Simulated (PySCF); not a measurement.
**Gas-phase XPS of `C=C/C=C\OC(F)F`, computed**

C5H6F2O.
Z-matrix (Å and degrees, PBE0-D3(BJ)/def2-SVP geometry), rows numbered from 1:
```
C 
C   1  1.3409
C   2  1.4501  1  123.96
C   3  1.3400  2  124.95  1   179.11
O   4  1.3629  3  121.80  2    -1.86
C   5  1.3624  4  116.57  3   164.77
F   6  1.3277  5  107.26  4   166.47
F   6  1.3438  5  110.48  4   -75.61
H   1  1.0923  2  121.45  3   179.83
H   1  1.0946  2  121.42  3    -0.12
H   2  1.0948  1  119.70  3  -179.90
H   3  1.0934  2  118.43  1    -0.50
H   4  1.0955  3  122.39  2   179.31
H   6  1.1071  5  112.37  4    45.39
```

Theory: delta-SCF UKS SCAN, pcX-2 on the ionised atom, pcseg-1 elsewhere, spin-free X2C (PySCF 2.14.0). These are vertical core ionisation energies against the vacuum level, from separate self-consistent calculations with and without the core hole.

Problem. What binding energy does each computed site have?

Solution. 
| atom(s) | environment | level | binding energy (eV) | above the level's lowest (eV) | count |
| --- | --- | --- | --- | --- | --- |
| F7/F8 | fluorine of a CF2 group | F 1s | 693.93 | 0.00 | 2 |
| O5 | ether oxygen | O 1s | 539.90 | 0.00 | 1 |
| C6 | CHF2 carbon | C 1s | 297.55 | +7.66 | 1 |
| C4 | vinylic carbon bearing oxygen | C 1s | 292.10 | +2.21 | 1 |
| C2 | alkene CH carbon | C 1s | 290.69 | +0.80 | 1 |
| C3 | alkene CH carbon | C 1s | 290.62 | +0.73 | 1 |
| C1 | terminal =CH2 carbon | C 1s | 289.89 | 0.00 | 1 |

Lowest listed C 1s: C1, bonded to C (double bond) and 2 H. Highest, 7.66 eV above it: C6, bonded to 2 F, O and H. Summing the Pauling electronegativity differences to the bonded atoms, each weighted by its formal bond order, gives -0.70 for the lowest site and +3.40 for the highest; no listed site has a larger sum than the highest.

Problem. What is the C 1s shift of C4 against C6?

Solution. 292.10 − 297.55 = -5.45 eV, or -526 kJ/mol.

Problem. Which effective nuclear charge Zeff reproduces each element's mean 1s value in the hydrogen-like formula E = 13.606 eV × Zeff²?

Solution. C (Z = 6): mean 292.2 eV, Zeff = 4.63, Z − Zeff = 1.37; O (Z = 8): mean 539.9 eV, Zeff = 6.30, Z − Zeff = 1.70; F (Z = 9): mean 693.9 eV, Zeff = 7.14, Z − Zeff = 1.86. Means run over the listed sites, weighted by atom count.

Topologically equivalent atoms share the value of their first member; where this conformer doesn't relate them by symmetry, their own values could differ. The unrestricted hole states depart most from a pure doublet (⟨S²⟩ = 0.75; over 0.85 named) for C 1s of C2 (0.90), which makes this value less certain. Geometry: PBE0-D3(BJ)/def2-SVP, one conformer, isolated molecule.
